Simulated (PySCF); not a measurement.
Two-component Hartree-Fock for Dy⁵⁷⁺ (dysprosium, charge +57)

Start: [He] 2s2 2p5; 2p1/2 filled at m_j = -1/2, +1/2; 2p3/2 filled at m_j = -1/2, +1/2, +3/2. Calculated with PySCF 2.14 in an even-tempered Gaussian basis (17 s from 38 bohr⁻², ratio 2.4; 13 p from 50 bohr⁻², ratio 2.4; 5 d from 170 bohr⁻², ratio 2.6; 4 f from 260 bohr⁻², ratio 2.6): generalised Hartree-Fock with the X2C-1e Hamiltonian and a Gaussian nucleus; one run each with spin-orbit coupling (SO) switched off, then screened by Boettger's factors.

| spinor shell | electrons | ε, spin-free (eV) | ε, screened SO (eV) | weight of nominal j (screened SO) | rms radius, screened SO (bohr) |
| --- | --- | --- | --- | --- | --- |
| 1s1/2 | 2 | -58980.0 | -58962.1 | 1.000 | 0.0240 |
| 2s1/2 | 2 | -13597.7 | -13592.6 | 1.000 | 0.0947 |
| 2p1/2 | 2 | -12645.9 | -13234.7 | 1.000 | 0.0806 |
| 2p3/2 | 3 | -12645.9 | -12393.6 | 1.000 | 0.0867 |

```csv
quantity,spin-free,screened SO
E (hartree),-8141.53015,-8157.80060
M_J,3/2,3/2
⟨J²⟩,3.750,3.750
⟨L²⟩,2.000,2.015
⟨S²⟩,0.750,0.765
```

Each row is a mean over spinors that exchange with the open shell spreads, by up to 56.128 eV (2s1/2).

Breit and QED terms are absent; they matter most for the inner s and p1/2 levels.

Densities and radii are taken from the X2C orbitals without a picture-change correction, which distorts them close to the nucleus.

Without spin-orbit coupling the j labels of p, d and f shells carry no meaning; the spin-free column gives the mean over the occupied spinors of each nl shell.
